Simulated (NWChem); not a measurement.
System: C2H3B; SMILES BC#C

Input file for NWChem:

```
start job
memory heap 200 mb stack 900 mb global 1100 mb
geometry units angstroms noautosym nocenter noautoz
  B     -0.004523    -1.395508     0.011603
  C     -0.003093     0.112954     0.010118
  C     -0.001827     1.334050     0.009613
  H     -0.000763     2.409977     0.008981
  H      1.040229    -1.999817     0.012881
  H     -1.050330    -1.997982     0.010999
end
basis spherical
  B library 6-31g*
  C library 6-31g*
  H library 6-31g*
end
dft
  xc hfexch
  iterations 150
end
property
  shielding 5 1 2 3 4 5
end
task dft property
```

Coordinates come from a PBE0/def2-SVP optimisation.

GIAO values for the isolated, static molecule; σ is the absolute isotropic shielding, δ = σ(reference) − σ with the isolated reference molecule computed at the same levels (11B: boron trifluoride, 13C: tetramethylsilane, 1H: tetramethylsilane).

Atoms are numbered as in the input.

Give the results of this calculation. (Hartree-Fock/6-31G* (spherical d), GIAO.) Quantities: δ B1 (ppm); δ C2 (ppm); δ C3 (ppm); δ H4 (ppm); δ H5 (ppm).


| Quantity | Value |
|---|---|
| δ B1 (ppm) | 53.9 |
| δ C2 (ppm) | 68.9 |
| δ C3 (ppm) | 138.1 |
| δ H4 (ppm) | 6.03 |
| δ H5 (ppm) | 6.56 |
